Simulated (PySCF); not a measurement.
Er(31+): ionisation energy

Er(31+) [Kr] 4d1 (2D) → Er(32+) [Kr] (1S), as a difference of total energies. Computed with PySCF 2.14 in an even-tempered Gaussian basis (18 s from 2.5 bohr⁻², ratio 2.5; 12 p from 3.2 bohr⁻², ratio 2.5; 9 d from 3.2 bohr⁻², ratio 2.5; 4 f from 13 bohr⁻², ratio 2.7; 3 g from 20 bohr⁻², ratio 2.7), with no relativity, point nucleus. Correlated levels: outer shells: [Ar] 3d10 frozen; virtual orbitals above 40 to 60 times the deepest correlated orbital energy dropped. The calculations carry no spin-orbit coupling.

```tsv
method	ionisation energy (eV)
UHF	1181.9
LDA	1184.4
PBE	1184.5
PBE0	1184.3
r2SCAN	1183.9
B3LYP	1184.4
BLYP	1184.4
MP2 (outer shells)	1182.0
SCS-MP2 (outer shells)	1182.0
```

A first-order spin-orbit estimate (lowest level to lowest level, LS coupling) adds 6.520 eV.

All relativistic terms are absent from these numbers, so their closeness to the reference says little about the methods.

First order in ζ underestimates the shift of j = l − 1/2 levels at high Z.

For comparison: 1188 ± 4 eV (theoretical estimate listed by NIST; NIST Atomic Spectra Database, ionization energies).
